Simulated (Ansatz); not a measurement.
Ansatz results at the PBE0-D4/def2-TZVP geometry: HOMO–LUMO gap (ωB97M-V/def2-TZVPP) 12.03 eV; HOMO–LUMO gap (PBE0/def2-TZVPP) 8.24 eV; HOMO energy (B3LYP/def2-TZVPP) -7.65 eV.

Each molecule was computed in one conformer, which needn't be the lowest.

Question: Which molecule gave them?
A. `N=C(O)O`
B. `[SiH3][SiH2]BC=S`
C. `NC=C=C=O`
D. `[F][Al]1[SiH2]NC[S]1`

Answer: A. The others give `[F][Al]1[SiH2]NC[S]1`: 9.23, 5.48, -6.64; `NC=C=C=O`: 9.38, 5.13, -6.23; `[SiH3][SiH2]BC=S`: 8.50, 4.40, -7.21.

B3LYP here is the variant with VWN-RPA as its local correlation; programs differ in this.
